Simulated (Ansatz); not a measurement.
Scan of the Cd2–Cl3 bond length

CdCl$_{2}$ (SMILES [Cl][Cd][Cl]), closed shell, at its PBE0-D4/def2-TZVP minimum:

Cl1  (1.528, 1.329, 0.974)
Cd2  (-0.004, -0.021, -0.004)
Cl3  (-1.535, -1.372, -0.982)
(Å)

The bond length Cd2–Cl3 (2.264 Å at the minimum) is set to the values below, the two halves moving rigidly along the bond. Each method's energies count from its own value at the PBE0-D4 minimum structure. Program: Ansatz 0.2.0. Basis: def2-TZVPP. Cores are frozen in the correlated methods. Filled d shells of the heavier atoms are correlated. Core potentials replace the inner electrons of the atoms past krypton. B3LYP uses VWN-RPA correlation.

| bond length (Å) | CCSD(T) (kcal/mol) | B3LYP-D4 (kcal/mol) | PBE-D4 (kcal/mol) | wB97M-V (kcal/mol) |
| --- | --- | --- | --- | --- |
| 1.947 | 27.52 | 29.11 | 27.23 | 27.58 |
| 2.014 | 15.36 | 16.69 | 15.39 | 15.43 |
| 2.111 | 4.95 | 5.80 | 5.16 | 5.00 |
| 2.226 | 0.26 | 0.48 | 0.35 | 0.27 |
| 2.352 | 1.13 | 0.64 | 0.85 | 1.15 |
| 2.488 | 6.15 | 4.94 | 5.28 | 6.27 |
| 2.633 | 13.95 | 12.00 | 12.30 | 14.27 |
| 2.785 | 23.29 | 20.58 | 20.70 | 23.90 |
| 2.943 | 33.25 | 29.77 | 29.59 | 34.21 |

Minimum and curvature along this coordinate at CCSD(T): A fifth-order fit through the nearest points gives 2.265 Å, with a curvature of about 14 eV/Å².

**Question.** Treat the two halves as rigid bodies and work out the harmonic wavenumber of this stretch from that curvature (ν̃ = 521.5 √(k/μ) cm⁻¹ with k in eV/Å² and μ in u).

**Answer.** The halves weigh 147.87 and 35.45 u, so μ = 147.87 × 35.45/183.32 = 28.595 u and ν̃ = 521.5 √(14/28.595) ≈ 360 cm⁻¹. A true normal mode mixes in other motions, so this is a guide only.

Largest difference from the CCSD(T) curve over the scan: r2SCAN-D4 1.38; PBE0-D4 0.97; HF 6.72; MP2 4.07 kcal/mol. Each curve counts from its own value at the minimum.

T1 diagnostic: at most 0.018.

For scale, one of the runs: CCSD(T)/def2-TZVPP, 140 basis functions (an equivalent command: `ansatz run in.yaml --threads 2`). Hardware: 2 CPU threads, shared host. Wall time 16 s; peak host memory 0.69 GiB.
